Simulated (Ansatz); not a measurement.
C₃H₁₂AlNSi (SMILES [CH3][Al]([CH3])[CH2][SiH2]N), singlet, geometry from GFN2-xTB (such geometries of metal compounds can be far from the true shape), with bond 17-6 at 2.4 times its length; Ansatz (a program for electronic structure) with SC-NEVPT2/STO-3G, CASSCF(4,5).

Ansatz was given this input:
Ansatz 0.2 input:
```yaml
crystal:
  periodic: [false, false, false]
  atoms:
    - {symbol: Si, position_ang: [1.98884284, 0.37583806, 0.15285473]}
    - {symbol: N, position_ang: [2.02775434, -1.31681231, -0.17295189]}
    - {symbol: C, position_ang: [0.43236380, 1.01971102, -0.72479985]}
    - {symbol: Al, position_ang: [-1.24819758, 0.17159021, -0.07360932]}
    - {symbol: C, position_ang: [-1.75986853, -1.66192760, -0.68445470]}
    - {symbol: C, position_ang: [-2.39421801, 1.13330079, 1.24608496]}
    - {symbol: H, position_ang: [1.93111710, 0.72879993, 1.58800515]}
    - {symbol: H, position_ang: [3.24791176, 0.89592642, -0.39661766]}
    - {symbol: H, position_ang: [1.15297911, -1.81775256, -0.16432990]}
    - {symbol: H, position_ang: [2.75466713, -1.87831406, 0.23815259]}
    - {symbol: H, position_ang: [0.57003196, 0.86121703, -1.80070476]}
    - {symbol: H, position_ang: [0.39266462, 2.10567496, -0.57763150]}
    - {symbol: H, position_ang: [-2.80942113, -1.70130178, -0.99778955]}
    - {symbol: H, position_ang: [-1.65553747, -2.42494072, 0.09536626]}
    - {symbol: H, position_ang: [-1.16450825, -2.00287826, -1.53913716]}
    - {symbol: H, position_ang: [-2.92223665, 1.98318499, 0.79923628]}
    - {symbol: H, position_ang: [-4.23789129, -0.42392080, 2.29044714]}
    - {symbol: H, position_ang: [-1.81642809, 1.54470077, 2.08085016]}
basis:
  gaussian:
    orbitals: STO-3G
magnetization: {spin_polarized: false}
correlation: {method: sc_nevpt2, electrons: all, active_space: {window: {electrons: 4, orbitals: 5}}}
```

The log (banner, timings and long lists left out):

```
Functional definition: HF
627 factors; integrals over basis functions are off by at most 7.3e-5 eV
mean field evaluation 1: about -18968.9235 eV, gradient 2.7e1 eV
mean field evaluation 2: about -18969.0675 eV, gradient 2.7e1 eV
mean field evaluation 4: about -18973.7469 eV, gradient 5.2e0 eV
mean field evaluation 8: about -18973.9122 eV, gradient 6.9e-2 eV
mean field -18973.90770589 eV, -697.2782472149 hartree, gradient 1.8e-6 eV, S^2 0.000000; 0 other end points of the search recorded, 0 dependent functions left out; unrestricted orbitals would lower it
reference -18973.90770589 eV, -697.2782472149 hartree; 32, 32 occupied and 18, 18 virtual orbitals, 627 factors
state -18979.22299635 eV, -697.4735805364 hartree
state -18979.22299635 eV, -697.4735805364 hartree; corrected -18986.08702844 eV, -697.7258290630 hartree
state -18979.21315370 eV, -697.4732188256 hartree
state -18979.21315370 eV, -697.4732188256 hartree; corrected -18986.07896091 eV, -697.7255325868 hartree
state -18979.22299635 eV, -697.4735805364 hartree; corrected -18986.08702844 eV, -697.7258290630 hartree
state -18979.20427600 eV, -697.4728925763 hartree
state -18979.20427600 eV, -697.4728925763 hartree; corrected -18986.07384585 eV, -697.7253446120 hartree
state -18979.22299635 eV, -697.4735805364 hartree; corrected -18986.08702844 eV, -697.7258290630 hartree
state -18979.15335954 eV, -697.4710214310 hartree
state -18979.15335954 eV, -697.4710214310 hartree; corrected -18986.05779832 eV, -697.7247548759 hartree
state -18979.22299635 eV, -697.4735805364 hartree; corrected -18986.08702844 eV, -697.7258290630 hartree
1 active orbitals were swapped for others, from the solution at -18979.20421327 eV, -697.4728902711 hartree to that at -18979.21307918 eV, -697.4732160871 hartree; typed "places" are swapped only where nearly empty or full, and so, without "given_window_search", are "orbital_numbers", "shells" and a window whose orbitals a file names under [Active]
2 active orbitals were swapped for others, from the solution at -18979.21307917 eV, -697.4732160868 hartree to that at -18979.22294964 eV, -697.4735788200 hartree; typed "places" are swapped only where nearly empty or full, and so, without "given_window_search", are "orbital_numbers", "shells" and a window whose orbitals a file names under [Active]
Total energy: -18986.08702844 eV, -697.7258290630 hartree
```
